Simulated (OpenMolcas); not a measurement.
Mn6+, Tc6+, Re6+: d down the group

```
Program             : OpenMolcas
Method              : SS-CASPT2, IPEA 0.25 Eh, imaginary shift 0.1 Eh
Basis               : ANO-RCC-VQZP
Scalar Hamiltonian  : DKH2, point nucleus
Spin-orbit coupling : state interaction with AMFI integrals over the reference wave functions, term energies averaged over their components
```

Active space for each ion: 1 electron in 5 orbitals (d); closed shells correlated by CASPT2: Mn6+ 3s 3p; Tc6+ 4s 4p; Re6+ 5s 5p.

Computed levels in cm-1 above ²D_3/2:

| Level | Mn6+ | Tc6+ | Re6+ |
| --- | --- | --- | --- |
| ²D_5/2 | 1300 | 3140 | 10780 |
| weight of ²D in the lowest level (%) | 100 | 100 | 100 |

Measured, with the error of the calculation in %. Measured levels: Mn6+ from Corliss and Sugar, J. Phys. Chem. Ref. Data 6, 1253 (1977).

```
 Level         Mn6+
²D_5/2  1350 (-3.7)
```

The fine-structure level ²D_5/2 changes by a factor of 8.29 from Mn6+ to Re6+.

CASPT2 breaks the degeneracy within a term, and the mean is taken; among the terms shown or strongly mixed into the levels shown the widest spread is 17 cm-1 (3d ²D, Mn6+). With one active electron, CASPT2 adds the correlation within the correlated inactive shells and between them and that electron, and leaves the splitting within a term as the reference gives it. Computed and measured levels are paired by configuration, term and J; levels that our copy of the source lacks, or whose pairing is in doubt (as where it misses far off the trend of its configuration), stay unpaired and out of the deviations. Levels of configurations outside the active space are missing.
